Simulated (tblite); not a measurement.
C9H7 (doublet state).
Cartesian coordinates in Å at the GFN2-xTB level; atoms count from 1:
```xyz
16
C9H7 angstrom
C      4.976    0.323    1.298
C      4.123    0.328    0.443
C      3.152    0.339   -0.549
C      1.839    0.173   -0.279
C      0.644    0.023   -0.025
C     -0.689   -0.141    0.248
C     -1.667   -0.118   -0.706
C     -3.050   -0.286   -0.411
C     -4.018   -0.255   -1.337
H      5.716    0.319    2.041
H      3.475    0.488   -1.572
H     -0.961   -0.295    1.287
H     -1.390    0.038   -1.740
H     -3.309   -0.444    0.629
H     -5.055   -0.385   -1.081
H     -3.794   -0.097   -2.379
```

Computed with GFN2-xTB (tblite): harmonic, unscaled wavenumbers at the GFN2-xTB geometry, gas phase. Errors from tens to a few hundred cm⁻¹ against measured bands are possible. One conformer, not necessarily the lowest. Open shells enter through the occupations alone, without spin polarisation, and single modes of such species can be off by tens of per cent.

Harmonic wavenumbers (cm⁻¹): 48.4, 53.8, 102.7, 135.8, 166.1, 249.8, 269.8, 287.7, 341.3, 401.9, 405.4, 482.9, 532.5, 561.7, 609.8, 656.3, 676.0, 780.2, 857.3, 870.6, 920.9, 952.3, 1011.1, 1070.9, 1183.1, 1216.7, 1220.7, 1259.1, 1292.6, 1392.4, 1433.4, 1537.8, 1610.4, 2105.6, 2216.8, 3021.7, 3027.3, 3044.8, 3069.5, 3102.7, 3135.5, 3394.8.

A = 13356, B = 450.4, C = 435.7 MHz; mass 115.055 u (most abundant isotopes); point group Cs, symmetry number 1; spin multiplicity 2.

**Question.** What is the zero-point energy?

**Answer.** Half the sum of the wavenumbers: 25355 cm⁻¹ = 303.31 kJ/mol.

**Question.** Give the ideal-gas entropy at 298.15 K and 1 bar in the rigid-rotor, harmonic-oscillator model (classical rotation).

**Answer.** Translation 168.04, rotation 122.16, vibration 126.93, spin (R ln 2) 5.76: S = 422.9 J/(mol K).

**Question.** And Cp and H(298.15 K) − H(0)?

**Answer.** Cp = 160.49 J/(mol K), of which vibrations give 127.23 (their classical limit is 42 R = 349.2); H(298.15 K) − H(0) = 29.70 kJ/mol without the zero-point energy, 19.78 from vibrations.

**Question.** How do the functions run with temperature in this model?

**Answer.** 
```json
{"T (K)": "50", "S (J/(mol K))": "251.4", "Cp (J/(mol K))": "56.4", "H − H(0) (kJ/mol)": "2.15", "G − H(0) (kJ/mol)": "-10.42", "ln q(vib)": "0.61"}
{"T (K)": "100", "S (J/(mol K))": "297.8", "Cp (J/(mol K))": "79.9", "H − H(0) (kJ/mol)": "5.56", "G − H(0) (kJ/mol)": "-24.21", "ln q(vib)": "1.90"}
{"T (K)": "373.15", "S (J/(mol K))": "461.7", "Cp (J/(mol K))": "185.6", "H − H(0) (kJ/mol)": "42.69", "G − H(0) (kJ/mol)": "-129.58", "ln q(vib)": "9.27"}
{"T (K)": "500", "S (J/(mol K))": "521.0", "Cp (J/(mol K))": "220.2", "H − H(0) (kJ/mol)": "68.53", "G − H(0) (kJ/mol)": "-191.98", "ln q(vib)": "12.52"}
{"T (K)": "750", "S (J/(mol K))": "619.9", "Cp (J/(mol K))": "267.0", "H − H(0) (kJ/mol)": "129.88", "G − H(0) (kJ/mol)": "-335.03", "ln q(vib)": "18.44"}
{"T (K)": "1000", "S (J/(mol K))": "701.2", "Cp (J/(mol K))": "297.6", "H − H(0) (kJ/mol)": "200.70", "G − H(0) (kJ/mol)": "-500.47", "ln q(vib)": "23.76"}
```

q(vib) and H(0) count from the zero-point level.

**Question.** Which modes carry the vibrational entropy at 298.15 K?

**Answer.** 48.4 cm⁻¹: 20.43; 53.8 cm⁻¹: 19.55; 102.7 cm⁻¹: 14.24; 135.8 cm⁻¹: 11.98; 166.1 cm⁻¹: 10.37; 249.8 cm⁻¹: 7.25 J/(mol K); the other 36 give 43.13 together.

**Question.** Blend soft modes into free rotors: weight 1/[1 + (100 cm⁻¹/ν̃)⁴] for the oscillator and the rest for a rotor with moment μB/(μ + B), μ = h/(8π²ν), B = 10⁻⁴⁴ kg m². What vibrational entropy results?

**Answer.** 115.72 J/(mol K) in place of 126.93, which changes −T·S at 298.15 K by +3.34 kJ/mol.

Hindered rotation and anharmonicity are outside this model. Other conformers, if any are populated, would add a mixing term that is left out.
